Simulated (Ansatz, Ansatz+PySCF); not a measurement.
```xyz
12

C    -1.3687    0.1286    0.4759
C    -0.1188    0.0166    0.0488
C     0.9165   -0.7867    0.7939
C     0.3636    0.6850   -1.2130
H    -2.1062    0.7078   -0.0667
H    -1.7048   -0.3571    1.3840
H     0.5018   -1.2515    1.6875
H     1.3271   -1.5758    0.1579
H     1.7544   -0.1516    1.0949
H    -0.4272    1.2515   -1.7036
H     1.1907    1.3663   -0.9967
H     0.7421   -0.0571   -1.9207
```

Basis set: def2-SVP (spherical functions). Frozen core: 4 orbitals. Charge 0, multiplicity 3.

Computed with Ansatz (development build ahead of 0.2.0); each method stands on the lowest determinant of its kind that the runs found.

Q: Give the atomization energy at this shape (free ground-state atoms in the same class of orbitals less the molecule, no zero-point energy) of triplet C₄H₈ by UHF-MP2, UHF.

A:

```json
{"method": "UHF-MP2", "atomization energy": "4229.4 kJ/mol"}
{"method": "UHF", "atomization energy": "3399.3 kJ/mol"}
```

Caution: another spin multiplicity may lie lower; the shape is not the minimum.
